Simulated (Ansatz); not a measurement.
Ansatz (a first-principles code) input file for FGeH₅SSi, SMILES F[SiH2][S][GeH3], PBE/def2-SVPD. Coordinates come from a ωB97X-D3(BJ)/def2-SVP optimisation. This is a generated structure with no PubChem entry under its InChIKey; it may be hypothetical. Other conformers were not sampled.

Ansatz 0.2 input:
```yaml
crystal:
  periodic: [false, false, false]
  atoms:
    - {symbol: Si, position_ang: [1.84406868, 0.04604207, -0.14454957]}
    - {symbol: F, position_ang: [1.42585843, -0.40295456, -1.65671339]}
    - {symbol: S, position_ang: [0.23292160, 1.10711214, 0.71808218]}
    - {symbol: Ge, position_ang: [-1.32969164, -0.38653368, 0.15361408]}
    - {symbol: H, position_ang: [2.14679146, -1.20879542, 0.58715357]}
    - {symbol: H, position_ang: [3.01617434, 0.95160238, -0.20937327]}
    - {symbol: H, position_ang: [-2.45208899, -0.23150157, 1.18367330]}
    - {symbol: H, position_ang: [-1.83470760, -0.08945116, -1.25978775]}
    - {symbol: H, position_ang: [-0.70246998, -1.78456898, 0.22748316]}
basis:
  gaussian:
    orbitals: def2-SVPD
hamiltonian:
  xc: {name: PBE}
```

Program output:

```
WARN ansatz: RAYON_NUM_THREADS=1 ignored (pool sized by the plan → 1); use --threads N
Functional definition: PBE
integrals: 0.10 GiB planned
1412 factors; their error is unknown
mean field: 0.58 GiB planned
mean field evaluation 1: about -77994.5438 eV, gradient 4.1e1 eV
mean field evaluation 2: about -77988.0405 eV, gradient 7.9e1 eV
mean field evaluation 4: about -77997.2789 eV, gradient 3.8e0 eV
mean field evaluation 8: about -77997.2795 eV, gradient 8.8e-2 eV
mean field -77997.27950398 eV, -2866.3471533165 hartree, gradient 8.2e-5 eV, S^2 0.000000; 0 other end points of the search recorded, 0 dependent functions left out
reference -77997.27955791 eV, -2866.3471552981 hartree; 38, 38 occupied and 114, 114 virtual orbitals, 1412 factors
Total energy: -77997.27955791 eV, -2866.3471552981 hartree
```

The run converged.

Cost: around 2.5 core-seconds (rough).
